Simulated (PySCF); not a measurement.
C3H6, SMILES C1CC1. Geometry: PBE-D3(BJ)/def2-TZVP.

These are PBE-D3(BJ)/def2-TZVP (PySCF 2.14.0) values and carry that method's errors.

Harmonic wavenumbers (cm⁻¹): 718, 718, 836, 878, 878, 1008, 1008, 1041, 1114, 1171, 1171, 1197, 1422, 1422, 1466, 3069, 3069, 3075, 3143, 3143, 3165. Rotational constants (GHz): 20.06, 20.06, 12.56; symmetry number 6.

Problem. Work out the zero-point energy and the ideal-gas rigid-rotor harmonic-oscillator thermochemistry at 298.15 K and 1 atm.

Solution. ZPE = ½ Σ hcν = ½ × 34714 cm⁻¹ = 49.63 kcal/mol. H − E(el) = 52.37 kcal/mol. Entropy in cal/(mol K): translation 37.14, rotation 18.12, vibration 1.56, total 56.81. G − E(el) = 35.43 kcal/mol. Cp = 13.47 cal/(mol K).
